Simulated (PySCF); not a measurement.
C₅H₇FO₂.
SMILES with atom numbers: `[CH3:1]/[CH:2]=[C:3](/[O:4][CH3:5])[C:6](=[O:7])[F:8]` (hydrogens: H9, H10, H11 on C1; H12 on C2; H13, H14, H15 on C5)

Geometry (PBE0-D3(BJ)/def2-SVP, Å), atoms numbered from 1 in this order:
```xyz
15
C5H7FO2 angstrom
C     -1.868   -1.012   -0.283
C     -0.432   -0.665   -0.057
C      0.098    0.575    0.009
O      1.395    0.880    0.211
C      2.305   -0.170    0.359
C     -0.748    1.784   -0.141
O     -1.919    1.814   -0.339
F     -0.044    2.909   -0.024
H     -2.521   -0.584    0.494
H     -2.243   -0.610   -1.237
H     -2.001   -2.102   -0.287
H      0.260   -1.502    0.066
H      3.293    0.286    0.501
H      2.331   -0.817   -0.537
H      2.066   -0.796    1.238
```

Computed with PySCF at PBE0/def2-SVPD, non-relativistic, on one gas-phase PBE0-D3(BJ)/def2-SVP geometry that isn't relaxed in the solvent. The solvent is an IEF-PCM continuum (cavity from Bondi-type radii × 1.2), and excitations are vertical TDDFT with non-equilibrium linear response and a frozen core. Specific hydrogen bonds and non-electrostatic terms are outside this model.

Gas-phase singlets (H = HOMO, L = LUMO):

```csv
state,E (eV),λ (nm),f,leading configurations
S1,4.936,251,0.153,H→L 97%
S2,5.277,235,0.000,H-1→L 96%
S3,6.473,192,0.017,H→L+1 98%
S4,6.912,179,0.000,"H→L+2 76%, H→L+3 21%"
S5,7.024,177,0.000,H-2→L 94%
```

Q: How does the list change in dichloromethane (ε = 8.93)?

A: 
| state | E (eV) | λ (nm) | f | leading configurations | change by rank (eV) |
| --- | --- | --- | --- | --- | --- |
| S1 | 4.676 | 265 | 0.180 | H→L 98% | -0.260 |
| S2 | 5.431 | 228 | 0.000 | H-1→L 94% | +0.154 |
| S3 | 6.553 | 189 | 0.012 | H→L+1 97% | +0.080 |
| S4 | 6.843 | 181 | 0.000 | H-2→L 89% | -0.069 |
| S5 | 6.979 | 178 | 0.005 | H→L+2 87%, H→L+3 8% | -0.045 |

Q: The ground-state energy changes by -0.203 eV from gas to dichloromethane. By how much does the total energy of gas-phase S1 change?

A: E(S1) = E(S0) + excitation energy, so it changes by -0.203 − 0.260 = -0.463 eV: it is lowered more than the ground state, which is what a red shift means. This is the vertical state, with the slow part of the continuum still set for S0.

Q: How do the frontier levels move from gas to dichloromethane?

A: 
```json
{"orbital": "LUMO+2", "gas (eV)": "1.04", "solvent (eV)": "1.18", "change (eV)": "+0.14", "Löwdin shares, gas": "C6 21 %, O4 10 %, C3 10 %, O7 7 %", "Löwdin shares, solvent": "C6 13 %, H12 13 %, O4 10 %, C5 10 %"}
{"orbital": "LUMO+1", "gas (eV)": "0.48", "solvent (eV)": "0.74", "change (eV)": "+0.26", "Löwdin shares, gas": "C5 24 %, C2 12 %, H15 10 %, H14 10 %", "Löwdin shares, solvent": "C6 17 %, C5 14 %, C3 10 %, C2 10 %"}
{"orbital": "LUMO", "gas (eV)": "-1.62", "solvent (eV)": "-1.63", "change (eV)": "-0.01", "Löwdin shares, gas": "C6 23 %, C2 22 %, O7 20 %, C3 14 %", "Löwdin shares, solvent": "C6 24 %, C2 22 %, O7 21 %, C3 13 %"}
{"orbital": "HOMO", "gas (eV)": "-7.13", "solvent (eV)": "-6.99", "change (eV)": "+0.14", "Löwdin shares, gas": "C2 28 %, O4 26 %, C3 20 %, C1 7 %", "Löwdin shares, solvent": "O4 27 %, C2 27 %, C3 20 %, C1 7 %"}
{"orbital": "HOMO-1", "gas (eV)": "-8.89", "solvent (eV)": "-9.04", "change (eV)": "-0.15", "Löwdin shares, gas": "O7 59 %, C6 9 %, F8 9 %, C3 6 %", "Löwdin shares, solvent": "O7 51 %, C6 9 %, F8 8 %, C1 7 %"}
{"orbital": "HOMO-2", "gas (eV)": "-10.13", "solvent (eV)": "-9.93", "change (eV)": "+0.20", "Löwdin shares, gas": "O4 38 %, C5 18 %, H13 8 %, C3 7 %", "Löwdin shares, solvent": "O4 34 %, C5 20 %, O7 10 %, H13 9 %"}
{"orbital": "HOMO-3", "gas (eV)": "-10.17", "solvent (eV)": "-9.95", "change (eV)": "+0.22", "Löwdin shares, gas": "O4 28 %, C5 19 %, O7 12 %, C3 12 %", "Löwdin shares, solvent": "O4 26 %, C5 22 %, C3 13 %, H14 11 %"}
```

The HOMO–LUMO gap goes from 5.51 to 5.36 eV. Rows go by rank; for LUMO+1 and LUMO+2 the atom shares or the degeneracy differ between the runs, so the row needn't follow one orbital.
